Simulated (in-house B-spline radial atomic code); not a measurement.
Results of a calculation; reference values are marked as such.
Building a PAW s channel for B, r_c = 1.33 bohr

B, [He] 2s2 2p1, non-relativistic LDA (VWN5), spherical and spin-unpolarised, from a B-spline radial code for spherical atoms (atomic units; all potentials screened as in the neutral atom).

Two all-electron partial waves φ1, φ2 are integrated outwards at E1 = ε(2s) = -0.344701 and E2 = E1 + 0.5 hartree; φ1 is the bound orbital and φ2 has unit norm inside r_c = 1.3284 bohr. Smooth partners are polynomials, r^1(a0 + a1 r² + a2 r⁴ + a3 r⁶), matched to φ and three derivatives at r_c, with no condition on the norm. The local potential is -4.85813 + (5.33729) r² + (-2.84065) r⁴ + (0.585231) r⁶ inside 1.0876 bohr and the all-electron one outside.

```
wave     φ(r_c)     φ'(r_c)        a0         a1          a2         a3
   1  0.7153737   0.1760423  0.540538  0.1764213  -0.1437026  0.0244119
   2   1.300362  -0.3679747  1.315603  0.1681975  -0.2987621  0.0540176
```

Inside r_c the overlaps are <φi φj> = [[0.24309, 0.49216], [0.49216, 1.00000]] and, for the smooth waves, [[0.26341, 0.54272], [0.54272, 1.12414]]. With χj = (Ej − T − V_local) applied to smooth wave j, the program's quadrature gives the matrix B_ij = <smooth i, χj> as [[0.28285, 0.65257], [0.62729, 1.44829]].

(1) Check the match of the first wave, and find the augmentation charges q_ij.

(2) B isn't symmetric. Show that D_ij = B_ij + Ej q_ij is.

Solving (T + V_local + Σ p D p) ψ = E (1 + Σ p q p) ψ in a sphere of 9 bohr gives these levels:

```json
{"all-electron": "-0.344687", "one projector": "-0.344687", "two projectors": "-0.344687"}
{"all-electron": "0.044643", "one projector": "0.044448", "two projectors": "0.044643"}
{"all-electron": "0.330065", "one projector": "0.328972", "two projectors": "0.330064"}
{"all-electron": "0.768567", "one projector": "0.764060", "two projectors": "0.768541"}
{"all-electron": "1.347220", "one projector": "1.332460", "two projectors": "1.346890"}
```

(3) What does the second projector gain?

Answers

(1) At r_c the four terms are 0.71805, 0.41356, -0.59444, 0.17820, which sum to 0.7154, φ1(r_c) to rounding. q_ij is the all-electron overlap less the smooth one: [[-0.02032, -0.05056], [-0.05056, -0.12414]]. The smooth first wave has a norm of 0.2634 inside r_c against 0.2431, so q11 is negative and must stay small enough for the overlap operator to be positive.

(2) Integrating by parts gives B12 − B21 = (E1 − E2) q12: 0.65257 − (0.62729) = 0.02528, and −0.5 × (-0.05056) = 0.02528. So D12 = 0.65257 + (0.155299)(-0.05056) = 0.64472 and D21 = 0.62729 + (-0.344701)(-0.05056) = 0.64472; D11 = 0.28986, D22 = 1.42901. The projectors, p = (B⁻¹)ᵀ χ, are dual to the smooth waves; det B = 0.0003, small beside B11 B22, as the two smooth waves look alike inside r_c.

(3) With one projector the errors are 0.00, -0.19, -1.09, -4.51, -14.76 millihartree. With two the errors are 0.00, 0.00, 0.00, -0.03, -0.33 millihartree. The scattering is exact at E1 and at E2 = 0.155, and over all levels compared the largest error is 0.33 millihartree. The lowest eigenvalue of the overlap operator is 0.8274 with one and 0.2657 with two projectors. The smooth orbital alone needs a cutoff of 8.82 hartree for 1 millihartree of kinetic energy, against 12.1 for a norm-conserving Troullier-Martins orbital of the same radius; part of the gain comes from giving up the norm, part from the simpler form.
